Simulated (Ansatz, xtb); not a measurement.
**Two isomers of C2H7FSi3**

Structure I is `C#C[Si@@H](F)[SiH2][SiH3]`, a singlet and structure II is `C#C[SiH2][SiH2][SiH2]F`, a singlet. Both are isolated molecules in the gas phase, relaxed with B3LYP/def2-SVP, each in the lowest conformer that the search found.

Estimate which is lower in electronic energy at CCSD(T)/def2-SVP + ΔMP2/def2-TZVPP, and by roughly how much.

The CCSD(T)/def2-SVP + ΔMP2/def2-TZVPP calculation puts structure I lower, by 1.76 kcal/mol.

Level by level:

| level | geometry | E(II) − E(I) (kcal/mol) | departure from the last row (kcal/mol) | job, with rough time for the two |
| --- | --- | --- | --- | --- |
| B3LYP/def2-SVP | B3LYP/def2-SVP | +2.00 | +0.23 | optimisation, 2.6 min |
| HF/def2-SVP | B3LYP/def2-SVP | +1.18 | −0.58 | part of the CCSD(T) run |
| MP2/def2-SVP | B3LYP/def2-SVP | +1.64 | −0.13 | part of the CCSD(T) run |
| CCSD(T)/def2-SVP | B3LYP/def2-SVP | +1.68 | −0.09 | single point |
| CCSD(T)/def2-SVP + ΔMP2/def2-TZVPP | B3LYP/def2-SVP | +1.76 |  | single point, 69 s |

As drawn, both hold the same kinds of bond in the same numbers.

None of the levels shown reverses the order. The largest departure from CCSD(T)/def2-SVP + ΔMP2/def2-TZVPP is that of HF/def2-SVP, 0.58 kcal/mol. A small imaginary or near-zero mode remains, so no thermal terms are given. Levels run at GFN2-xTB geometries aren't shown. The last row adds to CCSD(T) the change of the MP2 difference between the two basis sets, here +0.09 kcal/mol.

The correlated steps freeze 18 core orbitals. Programs: Ansatz 0.2.0, xtb 6.7.1; the last row on 2 threads of Intel(R) Xeon(R) Platinum 8259CL CPU @ 2.50GHz (Skylake/Cascade Lake) on a shared host.
